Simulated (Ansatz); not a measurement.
The same path of BFH2O2 + H2 (8 atoms, charge 0, multiplicity 1) was run 3 times with different band settings. Lost on the way: B1–O2, H7–H8. Made: B1–H7, O2–H8.

Level of theory: RKS BHLYP-D4/6-31G* in Ansatz 0.2.0.

Relaxed end points:

```xyz
8
Properties=species:S:1:pos:R:3
B -0.163 -0.686 -0.119
O 0.016 -0.382 1.190
H -0.809 -0.256 1.656
O 0.883 -0.900 -0.937
H 1.718 -0.808 -0.480
F -1.387 -0.780 -0.619
H 0.250 2.937 1.380
H 0.303 2.204 1.350
```

```xyz
8
Properties=species:S:1:pos:R:3
B 0.067 0.363 -0.465
O 0.066 0.159 1.952
H -0.872 -0.035 1.983
O 1.251 -0.189 -0.773
H 1.215 -1.147 -0.768
F -1.034 -0.396 -0.411
H -0.040 1.542 -0.433
H 0.158 1.032 2.336
```

Common settings: movable images 7; climbing image yes; optimiser quadratic models (default); start path through a guess of the saddle point; force threshold 0.05 eV/Å; iteration limit 60; end points relaxed.

| run | spring |
| --- | --- |
| 1 | 5.0 eV/Å² |
| 2 | 50.0 eV/Å² |
| 3 | 20.0 eV/Å² |

Q: What does each run give, and how far can it be trusted?

A: Run 1: converged after 14 iterations, highest image 2.701 eV above the first end. Neighbouring images differ by up to 1.8 eV, so the band resolves the path poorly. A vibrational analysis at the climbing image gives 2 clearly imaginary modes (1672i, 201i cm⁻¹): a point of higher order. A lower path may pass nearby, or the ends, which weren't checked, may share the extra mode.
Run 2: converged after 30 iterations, highest image 2.646 eV above the first end. Beside the main top the profile has a ripple of under 15 meV (maxima at images 4, 7), which may be a very shallow well or noise. Neighbouring images differ by up to 2.2 eV, so the band resolves the path poorly. The order of the point at the top wasn't checked.
Run 3: converged after 34 iterations, highest image 2.646 eV above the first end. Beside the main top the profile has a ripple of under 15 meV (maxima at images 4, 7), which may be a very shallow well or noise. Neighbouring images differ by up to 2.2 eV, so the band resolves the path poorly. The order of the point at the top wasn't checked.
The orbitals stay closed-shell, which can raise the energy where a bond breaks towards radicals; this wasn't checked here.
